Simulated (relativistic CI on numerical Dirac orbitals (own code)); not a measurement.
Line list: Electric-dipole lines, Ho4+

Method of calculation: Dirac-Coulomb-Breit CI, KLI orbitals optimised for each configuration, a model potential for QED, valence Slater integrals scaled by 0.85, P86 correlation energy added to each configuration (own radial code, finite nucleus).

CI space (outside the closed core [Kr] 4d10): 4f9.5s2.5p6, 4f8.5s2.5p6.5d, 4f11.5s2.5p4, 4f10.5s2.5p5, 4f8.5s2.5p6.6s, 4f8.5s2.5p6.6p, 4f8.5s2.5p6.7s, 4f8.5s2.5p6.7p, 4f11.5p6, 4f10.5s.5p6, 4f8.5s2.5p6.8s. Levels of other configurations are missing.

| λ vac (nm) | Lower | Upper | A (s⁻¹) | gf | Branching (%) |
| --- | --- | --- | --- | --- | --- |
| 61.214 | 4f9.5s2.5p6 6H°_15/2 [1] | 4f8.5s2.5p6.5d 6H_15/2 [393] | 1.58e+08 | 1.42e-01 | 67.0 |
| 61.861 | 4f9.5s2.5p6 6H°_15/2 [1] | 4f8.5s2.5p6.5d 6H_15/2 [367] | 3.24e+08 | 2.98e-01 | 85.2 |
| 62.127 | 4f9.5s2.5p6 6H°_15/2 [1] | 4f8.5s2.5p6.5d 6G_13/2 [358] | 3.54e+08 | 2.87e-01 | 67.7 |
| 62.658 | 4f9.5s2.5p6 6H°_15/2 [1] | 4f8.5s2.5p6.5d 4H_13/2 [341] | 1.70e+08 | 1.40e-01 | 61.0 |
| 62.862 | 4f9.5s2.5p6 6H°_15/2 [1] | 4f8.5s2.5p6.5d 6I_17/2 [334] | 2.89e+08 | 3.08e-01 | 99.8 |
| 62.976 | 4f9.5s2.5p6 6H°_13/2 [2] | 4f8.5s2.5p6.5d 6G_11/2 [388] | 2.75e+08 | 1.96e-01 | 68.3 |
| 63.961 | 4f9.5s2.5p6 6H°_15/2 [1] | 4f8.5s2.5p6.5d 6I_17/2 [306] | 5.97e+08 | 6.59e-01 | 99.4 |
| 64.118 | 4f9.5s2.5p6 6H°_13/2 [2] | 4f8.5s2.5p6.5d 6K_15/2 [346] | 1.87e+08 | 1.84e-01 | 71.6 |
| 64.343 | 4f9.5s2.5p6 6H°_13/2 [2] | 4f8.5s2.5p6.5d 4I_15/2 [342] | 3.78e+08 | 3.76e-01 | 76.6 |
| 64.547 | 4f9.5s2.5p6 6H°_13/2 [2] | 4f8.5s2.5p6.5d 6G_11/2 [336] | 1.56e+08 | 1.17e-01 | 73.5 |
| 64.634 | 4f9.5s2.5p6 6H°_9/2 [4] | 4f8.5s2.5p6.5d 6G_11/2 [399] | 1.86e+08 | 1.40e-01 | 50.6 |
| 64.648 | 4f9.5s2.5p6 6H°_15/2 [1] | 4f8.5s2.5p6.5d 6N_17/2 [291] | 1.13e+08 | 1.28e-01 | 97.8 |
| 64.670 | 4f9.5s2.5p6 6H°_11/2 [3] | 4f8.5s2.5p6.5d 6I_13/2 [365] | 3.40e+08 | 2.99e-01 | 65.7 |
| 65.249 | 4f9.5s2.5p6 6H°_15/2 [1] | 4f8.5s2.5p6.5d 6K_17/2 [279] | 7.67e+07 | 8.81e-02 | 94.2 |
| 65.508 | 4f9.5s2.5p6 6H°_13/2 [2] | 4f8.5s2.5p6.5d 6I_15/2 [312] | 1.04e+08 | 1.07e-01 | 65.6 |
| 65.678 | 4f9.5s2.5p6 6H°_9/2 [4] | 4f8.5s2.5p6.5d 6I_11/2 [363] | 1.72e+08 | 1.34e-01 | 53.3 |
| 65.690 | 4f9.5s2.5p6 6H°_15/2 [1] | 4f8.5s2.5p6.5d 6G_13/2 [271] | 3.10e+08 | 2.81e-01 | 91.3 |
| 69.882 | 4f9.5s2.5p6 6H°_13/2 [2] | 4f8.5s2.5p6.5d 6F_11/2 [255] | 1.42e+08 | 1.25e-01 | 89.2 |
| 72.475 | 4f9.5s2.5p6 6H°_15/2 [1] | 4f8.5s2.5p6.5d 6H_13/2 [230] | 1.13e+08 | 1.24e-01 | 59.0 |
| 74.202 | 4f9.5s2.5p6 6H°_15/2 [1] | 4f8.5s2.5p6.5d 6H_15/2 [221] | 1.22e+08 | 1.61e-01 | 93.4 |
| 74.793 | 4f9.5s2.5p6 6H°_15/2 [1] | 4f8.5s2.5p6.5d 6G_13/2 [218] | 4.18e+08 | 4.90e-01 | 80.8 |
| 75.834 | 4f9.5s2.5p6 6H°_13/2 [2] | 4f8.5s2.5p6.5d 6G_11/2 [223] | 2.93e+08 | 3.03e-01 | 68.1 |
| 76.343 | 4f9.5s2.5p6 6H°_11/2 [3] | 4f8.5s2.5p6.5d 6G_9/2 [228] | 2.90e+08 | 2.53e-01 | 63.8 |
| 76.661 | 4f9.5s2.5p6 6F°_11/2 [5] | 4f8.5s2.5p6.5d 6D_9/2 [237] | 3.01e+08 | 2.65e-01 | 73.7 |
| 76.783 | 4f9.5s2.5p6 6F°_9/2 [7] | 4f8.5s2.5p6.5d 6D_7/2 [241] | 2.39e+08 | 1.69e-01 | 61.7 |
| 76.816 | 4f9.5s2.5p6 6H°_9/2 [4] | 4f8.5s2.5p6.5d 6G_7/2 [232] | 3.20e+08 | 2.26e-01 | 68.3 |
| 77.198 | 4f9.5s2.5p6 6H°_7/2 [6] | 4f8.5s2.5p6.5d 6G_5/2 [239] | 3.62e+08 | 1.94e-01 | 76.1 |
| 77.530 | 4f9.5s2.5p6 6H°_5/2 [8] | 4f8.5s2.5p6.5d 6G_3/2 [240] | 4.70e+08 | 1.69e-01 | 95.6 |
| 80.586 | 4f9.5s2.5p6 6F°_9/2 [7] | 4f8.5s2.5p6.5d 6F_9/2 [222] | 1.76e+08 | 1.72e-01 | 61.4 |
| 81.108 | 4f9.5s2.5p6 6F°_11/2 [5] | 4f8.5s2.5p6.5d 6F_11/2 [217] | 1.98e+08 | 2.34e-01 | 63.9 |

Terms are leading LS components. Brackets give the number of a level in order of energy, since labels repeat. The list gives strong lines, with weight on those to low levels, without lines whose two gauges differ by over a factor of 2.5, among the lowest 400 of 9490 levels, so that lines to higher ones, which can be the strongest, are missing. Levels whose partners in the same complex of configurations lie outside the list can be far off, and so can their lines. Rates are taken at the computed energies, electric ones in the length gauge.

At this charge configurations can still be misplaced by up to about 7 % of their energy. Levels and lines within the n = 5 or 6 shells can be off by up to 10 % or somewhat more, and those that change n by about 2 %, since core polarisation is missing.

LS names give the leading component of a level, which can be under half, so a name can repeat, a term be missing and a line seem to break the LS rules.
